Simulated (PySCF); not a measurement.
C₃H₆O₃Sn, SMILES C#C[CH2][Sn]([OH])([OH])[OH]. The structure is a stationary point at PBE-D3(BJ)/def2-SVP. The def2 effective core potentials stand for the cores of Sn; spin–orbit coupling is left out. The values are those of a single conformer.

Computed equilibrium geometry at PBE-D3(BJ)/def2-SVP (PySCF confirms it by a frequency run) as bond lengths and angles (one conformer of several):
Atoms: C1 C2 C3 Sn4 O5 O6 O7 H8 H9 H10 H11 H12 H13. Bonds (Å): C1–C2 1.226, C1–H8 1.081, C2–C3 1.444, C3–Sn4 2.192, C3–H9 1.109, C3–H10 1.109, Sn4–O5 2.006, Sn4–O6 2.007, Sn4–O7 2.002, O5–H11 0.981, O6–H12 0.979, O7–H13 0.977. Angles (°): C2–C1–H8 177.1, C1–C2–C3 176.2, C2–C3–Sn4 107.8, C2–C3–H9 113.1, C2–C3–H10 113.1, Sn4–C3–H9 105.9, Sn4–C3–H10 107.3, H9–C3–H10 109.2, C3–Sn4–O5 110.4, C3–Sn4–O6 116.4, C3–Sn4–O7 105.3, O5–Sn4–O6 104.2, O5–Sn4–O7 112.6, O6–Sn4–O7 108.1, Sn4–O5–H11 106.5, Sn4–O6–H12 106.9, Sn4–O7–H13 109.4.
Charge 0, spin multiplicity 1.
